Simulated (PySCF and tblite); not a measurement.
The numbers below are computed, except where a source is named.
C₃H₈O₃SSi, numbered as in [O:1]=[S:2]1(=[O:3])[CH2:4][CH2:5][C@H:6]([SiH3:7])[O:8]1: conformational analysis

Conformers came from 200 starts (ETKDG and KDG, MMFF94s, GFN2-xTB); geometries are GFN2-xTB. Free energies are CAM-B3LYP-D3(BJ)/pcSseg-1 (IEF-PCM, cyclohexane) single points with GFN2-xTB rigid-rotor and vibrational terms (modes under about 100 cm⁻¹ blended into free rotors). Symmetry numbers and mirror images are counted. Conformers within 2.5 kcal/mol (GFN2-xTB free energy) were kept, 4 at most. GIAO shieldings: CAM-B3LYP/pcSseg-1 (IEF-PCM, cyclohexane). Shifts are against TMS (¹H), TMS (¹³C), TMS (²⁹Si) at the same level; of two unlike H on one atom, a is the less shielded. Run with PySCF (density fitting) and tblite.

The 5-ring runs over atoms 2–4–5–6–8.

| conformer | shape | symmetry | E(GFN2) kcal/mol | E(DFT) kcal/mol | G(298.15 K) kcal/mol | weight % | dipole D |
| --- | --- | --- | --- | --- | --- | --- | --- |
| 1 | 5-ring envelope (ring torsions -22, 46, -50, 32, -5°) | C1 | 2.70 | 0.00 | 0.00 | 100.0 | 6.27 |
| 2 | 5-ring twist (ring torsions 14, -44, 56, -42, 16°) | C1 | 0.00 | 9.26 | 10.77 | 0.0 | 5.20 |

Weights (%) against temperature:

```json
{"T (K)": "250", "1": "100.0", "2": "0.0", "S(mix) cal/mol/K": "0.00"}
{"T (K)": "298.15", "1": "100.0", "2": "0.0", "S(mix) cal/mol/K": "0.00"}
{"T (K)": "350", "1": "100.0", "2": "0.0", "S(mix) cal/mol/K": "0.00"}
```

Averaged shifts at 298.15 K. ¹H: 4.01 (H6, 1H), 3.96 (H7, 3H), 3.18 (H4a, 1H), 3.13 (H4b, 1H), 2.27 (H5a, 1H), 2.27 (H5b, 1H) ppm. ¹³C: 67.3 (C6), 56.9 (C4), 32.0 (C5) ppm. ²⁹Si: -66.5 (Si7) ppm.

Coordinates of conformer 1 (Å):

```xyz
16

O    -1.673    0.655   -2.156
S    -1.372    1.113   -0.836
O    -1.887    2.379   -0.428
C    -1.754   -0.228    0.349
C    -0.380   -0.693    0.789
C     0.575   -0.242   -0.321
Si    2.424   -0.130    0.126
O     0.224    1.104   -0.616
H    -2.365    0.195    1.137
H    -2.303   -0.972   -0.217
H    -0.324   -1.772    0.931
H    -0.098   -0.203    1.723
H     0.380   -0.843   -1.220
H     2.539    0.774    1.268
H     2.854   -1.483    0.499
H     3.154    0.354   -1.040
```

Coordinates of conformer 2 (Å):

```xyz
16

O    -2.474    1.341    1.071
S    -1.218    0.729    0.805
O    -0.341    0.501    1.927
C    -1.326   -0.828   -0.133
C    -0.267   -0.622   -1.204
C     0.559    0.582   -0.727
Si    1.749    0.139    0.725
O    -0.406    1.545   -0.279
H    -1.098   -1.627    0.563
H    -2.337   -0.924   -0.513
H    -0.742   -0.391   -2.161
H     0.372   -1.495   -1.336
H     1.074    1.054   -1.564
H     1.429   -1.148    1.335
H     2.974   -0.147   -0.064
H     2.043    1.298    1.546
```

Unscaled ²⁹Si shifts at such levels can be off by tens of ppm; differences between conformers or isomers are more reliable. Shifts are unscaled: against experiment ¹³C can be off by 15 ppm or more and ¹H by 0.8 ppm.

Search and properties took 110 s on 1 thread of Intel Xeon Platinum 8259CL @ 2.50GHz, on a host shared with other jobs (rough), launched as `OMP_NUM_THREADS=1 python ens_run.py task.json out`.


Conformer gaps in pcSseg-1 on xTB geometries can be 2 kcal/mol off for S=O, P=O and other polar bonds.